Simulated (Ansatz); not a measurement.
Consider the ligand exchange at the Si–Se bond: `C[SiH2][Se]C` + `[BH2][AlH][OH]` → `[BH2][AlH][O][SiH2]C` + `C[SeH]`.

Gas-phase electronic energies from Ansatz, PBE0-D4/def2-TZVP geometries. CCSD(T)/CBS adds triple-zeta CCSD(T) − MP2 to the extrapolated MP2 energy (def2 sets, frozen cores). For Se outer-core shells are correlated without core-valence functions, which leaves a few kJ/mol of doubt a bond. Scalar relativity is left out up to krypton. Each species was taken in one conformer, which may not be the lowest.

| species | CCSD(T)/CBS(def2) energy (Eh) |
| --- | --- |
| `C[SiH2][Se]C` | -2770.73796 |
| `[BH2][AlH][OH]` | -344.39123 |
| `[BH2][AlH][O][SiH2]C` | -673.99118 |
| `C[SeH]` | -2441.15625 |

Problem. Work out ΔE.

Solution. ΔE = (-673.99118) + (-2441.15625) − (-2770.73796) − (-344.39123) = -0.01824 Eh = -47.9 kJ/mol.

Largest T1 diagnostic among the species: 0.012.

The D4 term adds +5.1 kJ/mol with B3LYP and +2.6 kJ/mol with PBE0; it sums over pairs of atoms, weighted by their polarisabilities, and B3LYP, whose exchange is more repulsive, gets the larger term. In def2-TZVPP, CCSD(T) changes the Hartree–Fock value by +23.4 kJ/mol (the triples alone add +4.2 kJ/mol) and MP2 by +28.6 kJ/mol.

B3LYP here is the variant with VWN-RPA as its local correlation; programs differ in this.
